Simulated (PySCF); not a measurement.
# Electron correlation in As (arsenic, neutral)

[Ar] 3d10 4s2 4p3, high-spin 4S determinant. Calculation: PySCF 2.14, in cc-pVTZ-DK (6s5p3d1f, 43 functions); scalar relativity by spin-free X2C-1e. Frozen: [Ar] 3d10; 5 electrons correlated.

MP2 pair energies summed by pair of shells (mhartree):

```
 pair  energy  share (%)
4s-4p  -46.03       65.0
4p-4p  -15.23       21.5
4s-4s   -9.58       13.5
```

Total MP2 correlation energy: -70.85 mhartree.

Same-spin part -19.12 and opposite-spin part -51.73 mhartree; SCS-MP2 scales them by 1/3 and 6/5 to -68.45 mhartree.

```
  level  correlation energy (mhartree)
   CCSD                         -84.95
    (T)                          -2.75
CCSD(T)                         -87.70
```

Diagnostics: T1 = 0.0033, D1 = 0.0083, largest double amplitude 0.053.

Is a single reference adequate?

Yes, within this model without spin-orbit coupling: T1 lies below 0.03 and no double amplitude reaches 0.07.
